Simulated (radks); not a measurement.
The antimony ion Sb4+, [Kr] 4d10 5s1. Method: non-relativistic Kohn-Sham, PBE, spin-polarised, spherical densities, point nucleus; computed with a radial shooting solver on a logarithmic mesh with Libxc functionals. Every spin shell is full or empty, so the densities are truly spherical. Functionals are evaluated on that one density, not self-consistently. Rank these exchange functionals by their error against the exact value of the orbitals, and give that value: LDA, B88, PBE, revPBE, WC, APBE, SCAN, Tao-Mo, MVS.

Answer. Exact: -162.684 hartree. From best to worst, with 100 (|E| - |E exact|)/|E exact| (equal figures are ties): B88 0.00, MVS +0.07, SCAN +0.15, APBE +0.28, revPBE -0.31, PBE -0.45, Tao-Mo -0.83, WC -0.89, LDA -4.86.
